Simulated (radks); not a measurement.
Results of a calculation; reference values are marked as such.
Isoelectronic series with 8 electrons, all held in the configuration [He] 2s2 2p4, which need not be the ground one along the series. Level of theory: scalar-relativistic Kohn-Sham, PBE, spin-unpolarised, spherical densities, point nucleus (a radial shooting solver on a logarithmic mesh with Libxc functionals). Total energies (hartree) and orbital eigenvalues (hartree):

ion    E (hartree)         2p         2s         1s
Ca12+   -597.17275  -25.73612  -28.26893  -160.8302
Sc13+   -663.86465  -29.49846  -32.21825  -179.2960
Ti14+   -734.16198  -33.51418  -36.42641  -198.7942
V15+    -808.07565  -37.78363  -40.89435  -219.3282
Cr16+   -885.61723  -42.30717  -45.62308  -240.9015
Mn17+   -966.79887  -47.08523  -50.61367  -263.5178
Fe18+  -1051.63338  -52.11821  -55.86727  -287.1811
Co19+  -1140.13418  -57.40659  -61.38509  -311.8955
Ni20+  -1232.31535  -62.95086  -67.16841  -337.6654
Cu21+  -1328.19163  -68.75152  -73.21858  -364.4953
Zn22+  -1427.77839  -74.80912  -79.53700  -392.3902
Ga23+  -1531.09173  -81.12423  -86.12517  -421.3548
Ge24+  -1638.14839  -87.69743  -92.98463  -451.3946
As25+  -1748.96584  -94.52934  -100.1170  -482.5149
Se26+  -1863.56226  -101.6206  -107.5240  -514.7216
Br27+  -1981.95657  -108.9719  -115.2074  -548.0204
Kr28+  -2104.16843  -116.5839  -123.1691  -582.4177
Rb29+  -2230.21826  -124.4573  -131.4110  -617.9198
Sr30+  -2360.12727  -132.5929  -139.9350  -654.5335
Zr32+  -2631.61172  -149.6536  -157.8381  -731.1237
Nb33+  -2773.23366  -158.5804  -167.2217  -771.1149
